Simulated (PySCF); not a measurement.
## Sb(3+) (antimony, charge +3): M06-L calculation

Configuration: [Kr] 4d10 5s2, closed-shell 1S. All numbers are calculated (PySCF 2.14, a scalar-relativistic core potential, in cc-pVTZ-PP with ECP28MDF).

| Item | Value |
| --- | --- |
| Total energy | -238.5593 hartree |
| One-electron energy | -395.8210 hartree |
| Hartree (Coulomb) energy | 175.9849 hartree |
| Exchange-correlation energy | -18.7232 hartree |
| ⟨S²⟩ | 0.0000 |
| ⟨L²⟩ | 0.000 |
| Sum of ⟨r⟩ | 21.13 bohr |
| Sum of ⟨r²⟩ | 27.67 bohr² |
| Time after the integrals | 0.66 s of wall time on 1 thread of Neoverse-V1 (shared host) |

| shell | electrons | mean orbital energy (hartree) | rms radius, mean of both spins (bohr) |
| --- | --- | --- | --- |
| 4s | 2 | -6.71487 | 0.848 |
| 4p | 6 | -4.95322 | 0.915 |
| 4d | 10 | -2.32495 | 1.10 |
| 5s | 2 | -1.42358 | 2.13 |

Energies and moments cover only the electrons outside the core potential.
